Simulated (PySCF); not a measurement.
**How methods differ on the ionisation energy of Ga**

Ga [Ar] 3d10 4s2 4p1 (2P) → Ga⁺ [Ar] 3d10 4s2 (1S), as a difference of total energies. All numbers are calculated (PySCF 2.14, the spin-free X2C one-electron Hamiltonian (Gaussian nucleus), in Sapporo-DKH3-DZP-2012). Correlated levels: valence: [Ar] 3d10 frozen. The calculations carry no spin-orbit coupling.

```json
{"method": "UHF", "ionisation energy (eV)": "5.537"}
{"method": "M06-L", "ionisation energy (eV)": "5.684"}
{"method": "TPSS", "ionisation energy (eV)": "5.986"}
{"method": "CCSD (valence)", "ionisation energy (eV)": "5.795"}
{"method": "CCSD(T) (valence)", "ionisation energy (eV)": "5.809"}
```

**Question.** Estimate what MP2 (valence) gives.

**Answer.** 5.709 eV, closest to M06-L among the rows shown.

**Question.** Estimate what SCS-MP2 (valence) gives.

**Answer.** 5.692 eV, closest to M06-L among the rows shown.

Errors of the correlated levels include the incompleteness of this basis and the frozen core.

For comparison: 5.931 eV (measured; NIST levels, between the centres of gravity of the two terms).
